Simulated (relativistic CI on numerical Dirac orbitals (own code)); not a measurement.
## Er2+ (4f12) in a crystal field

Calculated by Dirac-Coulomb-Breit CI, separate exchange-only KLI orbitals for each configuration, model QED (radiative potential, 1s self-energy scaled to tabulated hydrogen-like ionisation energies), one configuration in a parametric crystal field, unscaled Slater integrals (own radial code). With so little scaling, terms lie 10 to 35 % too far apart, which can change the order of excited levels.

Field parameters in Wybourne normalisation; cubic f-shell fields have B⁴₄ = √(5/14) B⁴₀ and B⁶₄ = −√(7/2) B⁶₀. The field is a parameter set, without covalency.

S and J are read from ⟨S²⟩ = S(S + 1) and ⟨J²⟩ = J(J + 1) of each level; they are not fictitious spins.

D4h, B20 = 320, B40 = 770, B44 = -210, B60 = -220, B64 = 340 cm⁻¹, the lowest 10 levels:

| E (cm⁻¹) | Degeneracy | Irrep | S | J |
| --- | --- | --- | --- | --- |
| 0.0 | 1 | A1 | 1.00 | 6.00 |
| 12.7 | 2 | E | 1.00 | 6.00 |
| 27.2 | 1 | A2 | 1.00 | 6.00 |
| 52.8 | 2 | E | 1.00 | 6.00 |
| 53.6 | 1 | B2 | 1.00 | 6.00 |
| 72.1 | 1 | B1 | 1.00 | 6.00 |
| 110 | 1 | A1 | 1.00 | 6.00 |
| 132 | 2 | E | 1.00 | 6.00 |
| 328 | 1 | B2 | 1.00 | 6.00 |
| 329 | 1 | B1 | 1.00 | 6.00 |

Oh, B40 = -840, B60 = 240 cm⁻¹, the lowest 16 levels:

| E (cm⁻¹) | Degeneracy | Irrep | S | J |
| --- | --- | --- | --- | --- |
| 0.0 | 1 | A2 | 1.00 | 6.00 |
| 53.9 | 3 | T2 | 1.00 | 6.00 |
| 91.3 | 2 | E | 1.00 | 6.00 |
| 270 | 3 | T1 | 1.00 | 6.00 |
| 287 | 3 | T2 | 1.00 | 6.00 |
| 296 | 1 | A1 | 1.00 | 6.00 |
| 6064 | 1 | A1 | 0.74 | 4.00 |
| 6218 | 3 | T1 | 0.75 | 4.03 |
| 6361 | 2 | E | 0.75 | 4.00 |
| 6412 | 3 | T2 | 0.75 | 4.01 |
| 7059 | 3 | T2 | 1.00 | 4.99 |
| 7090 | 3 | T1 | 0.99 | 4.98 |
| 7213 | 2 | E | 1.00 | 5.00 |
| 7222 | 3 | T1 | 1.00 | 5.00 |
| 11399 | 2 | E | 0.96 | 4.00 |
| 11477 | 3 | T1 | 0.96 | 4.00 |

D3h, B20 = -80, B40 = 120, B60 = -470, B66 = -150 cm⁻¹, the lowest 10 levels:

| E (cm⁻¹) | Degeneracy | S | J |
| --- | --- | --- | --- |
| 0.0 | 2 | 1.00 | 6.00 |
| 69.7 | 1 | 1.00 | 6.00 |
| 78.1 | 2 | 1.00 | 6.00 |
| 96.8 | 2 | 1.00 | 6.00 |
| 109 | 1 | 1.00 | 6.00 |
| 113 | 1 | 1.00 | 6.00 |
| 120 | 1 | 1.00 | 6.00 |
| 143 | 2 | 1.00 | 6.00 |
| 169 | 1 | 1.00 | 6.00 |
| 6154 | 2 | 0.74 | 4.00 |

The next free-ion level lies 6124 cm⁻¹ above the lowest; the field splits the ground level into components whose J stays near 6 as long as their spread is small against that gap.

Levels of this model without a field, named by their leading LS term: ³H6 0, ³F4 6124, ³H5 6955, ³H4 11338, ³F3 14231, ³F2 15529, ¹G4 18701, ¹D2 30432 cm⁻¹.
